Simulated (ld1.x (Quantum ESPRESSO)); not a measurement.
iron: excitation energies, all-electron against ultrasoft

iron, ultrasoft, made with ld1.x (Quantum ESPRESSO) 7.5 (BLYP, fully relativistic). Core [Ar], reference 3d6 4s2 4p0. Waves: 4s (bound): rcut 2.24, rcutus 2.38 bohr; 4s channel at 1 Ry: rcut 2.24, rcutus 2.38 bohr; 4p (bound, empty): rcut 2.25, rcutus 2.75 bohr; 4p channel at 1.35 Ry: rcut 2.25, rcutus 2.75 bohr; 3d (bound): rcut 1.10, rcutus 1.35 bohr; 3d channel at 0.7 Ry: rcut 1.10, rcutus 1.35 bohr. Local part: all-electron potential smoothed inside 1.85 bohr (lloc = -1). Core correction: none. Augmentation charge: PSQ, radius 1.15 bohr.

Open shells are filled in proportion to 2j + 1 (rel_dist='average').

Energies are relative to the spin-unpolarised reference configuration 3d6 4s2 4p0; without spin polarisation the order of configurations can differ from experiment.

Give the all-electron excitation energy and the error of the potential for: 3d6 4s1 4p0; 3d6 4s0 4p0; 3d5 4s0 4p0; 3d7 4s0 4p0; 3d4 4s0 4p0; 3d7 4s1 4p0; 3d6 4s1 4p1.

| valence configuration | charge | ΔE all-electron (eV) | error AE − PS (meV) |
| --- | --- | --- | --- |
| 3d6 4s1 4p0 | +1 | 8.729 | +15 |
| 3d6 4s0 4p0 | +2 | 25.111 | +110 |
| 3d5 4s0 4p0 | +3 | 59.337 | +80 |
| 3d7 4s0 4p0 | +1 | 6.775 | +29 |
| 3d4 4s0 4p0 | +4 | 112.397 | -372 |
| 3d7 4s1 4p0 | 0 | -0.747 | -3.4 |
| 3d6 4s1 4p1 | 0 | 4.122 | +40 |

Levels in the configuration 3d6 4s0 4p0:

```
   level  all-electron (eV)  pseudo (eV)
3d j=3/2            -25.834      -25.768
3d j=5/2            -25.676      -25.609
```
